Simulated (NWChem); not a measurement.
Species: CH$_{5}$BSe; SMILES CB[SeH]

```xyz
8

B     -0.6425    -1.0207    -0.0006
H     -1.8515    -1.1457     0.0001
C      0.3228    -2.2550    -0.0002
H      0.0919    -2.9027    -0.8751
H      0.1050    -2.8879     0.8891
H      1.4065    -2.0262    -0.0093
Se     0.0806     0.7678    -0.0001
H     -1.2174     1.4907     0.0020
```
Atoms are numbered in this order, from 1.

Computed with NWChem. Pople sets run with spherical d functions. Structure relaxed at the PBE-D3(BJ)/def2-SVP level.

Task: Taking PBE/6-311G** as the yardstick, which of these has the fewest basis functions while keeping “highest occupied level (eV)” within 0.2 eV of it: PBE/STO-3G; PBE/3-21G; PBE/6-31G*?

Result: PBE/3-21G.
| level | basis functions | highest occupied level (eV) | relative time (rough) |
|---|---|---|---|
| PBE/STO-3G | 33 | -4.21 | 1 |
| PBE/3-21G | 50 | -6.30 | 1 |
| PBE/6-31G* | 70 | -6.32 | 3 |
| PBE/6-311G** | 110 | -6.45 | 4 |

The yardstick is one finite set, not the basis-set limit.
